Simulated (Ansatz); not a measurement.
The cluster Na5H5⁺. The state is a doublet with charge 1. Geometry PBE0-D4/def2-SVP, that of the neutral singlet.

```xyz
10

Na    2.551   -1.369   -1.402
Na   -3.149   -0.269    0.463
Na   -0.961    2.484    1.802
Na    2.549    1.787    0.646
Na   -0.990   -2.632   -1.509
H     1.031    2.751    1.574
H    -2.653    1.425    1.460
H     1.001   -2.583   -1.880
H    -2.664   -1.868   -0.673
H     3.284    0.276   -0.481
```

At PBE-D4/def2-TZVP, r2SCAN-D4/def2-TZVP an occupied level lies above an empty one. At PBE-D4/def2-TZVP, r2SCAN-D4/def2-TZVP the gap within one spin of the charge 1 doublet nearly closes, so an electron or hole may be smeared out by delocalisation error. The structure comes from a short search, and lower isomers may exist.

**Question.** Estimate the α-spin orbital energies around the gap (eV) in Ansatz with PBE-D4/def2-TZVP, r2SCAN-D4/def2-TZVP, PBE0-D4/def2-TZVP.

**Answer.** 
```json
{"orbital": "HOMO−5", "PBE-D4/def2-TZVP": "-31.12", "r2SCAN-D4/def2-TZVP": "-32.07", "PBE0-D4/def2-TZVP": "-34.37"}
{"orbital": "HOMO−4", "PBE-D4/def2-TZVP": "-9.86", "r2SCAN-D4/def2-TZVP": "-10.13", "PBE0-D4/def2-TZVP": "-11.31"}
{"orbital": "HOMO−3", "PBE-D4/def2-TZVP": "-9.60", "r2SCAN-D4/def2-TZVP": "-9.91", "PBE0-D4/def2-TZVP": "-11.04"}
{"orbital": "HOMO−2", "PBE-D4/def2-TZVP": "-9.38", "r2SCAN-D4/def2-TZVP": "-9.68", "PBE0-D4/def2-TZVP": "-10.80"}
{"orbital": "HOMO−1", "PBE-D4/def2-TZVP": "-9.08", "r2SCAN-D4/def2-TZVP": "-9.32", "PBE0-D4/def2-TZVP": "-10.20"}
{"orbital": "HOMO", "PBE-D4/def2-TZVP": "-8.74", "r2SCAN-D4/def2-TZVP": "-8.98", "PBE0-D4/def2-TZVP": "-9.81"}
{"orbital": "LUMO", "PBE-D4/def2-TZVP": "-4.27", "r2SCAN-D4/def2-TZVP": "-3.94", "PBE0-D4/def2-TZVP": "-3.74"}
{"orbital": "LUMO+1", "PBE-D4/def2-TZVP": "-3.81", "r2SCAN-D4/def2-TZVP": "-3.17", "PBE0-D4/def2-TZVP": "-3.33"}
{"orbital": "LUMO+2", "PBE-D4/def2-TZVP": "-3.72", "r2SCAN-D4/def2-TZVP": "-2.77", "PBE0-D4/def2-TZVP": "-3.13"}
{"orbital": "LUMO+3", "PBE-D4/def2-TZVP": "-3.58", "r2SCAN-D4/def2-TZVP": "-2.64", "PBE0-D4/def2-TZVP": "-2.94"}
{"orbital": "LUMO+4", "PBE-D4/def2-TZVP": "-3.23", "r2SCAN-D4/def2-TZVP": "-2.36", "PBE0-D4/def2-TZVP": "-2.75"}
{"orbital": "LUMO+5", "PBE-D4/def2-TZVP": "-3.19", "r2SCAN-D4/def2-TZVP": "-2.34", "PBE0-D4/def2-TZVP": "-2.64"}
{"orbital": "β HOMO", "PBE-D4/def2-TZVP": "-8.34", "r2SCAN-D4/def2-TZVP": "-8.41", "PBE0-D4/def2-TZVP": "-9.05"}
{"orbital": "β LUMO", "PBE-D4/def2-TZVP": "-8.58", "r2SCAN-D4/def2-TZVP": "-8.63", "PBE0-D4/def2-TZVP": "-8.57"}
```
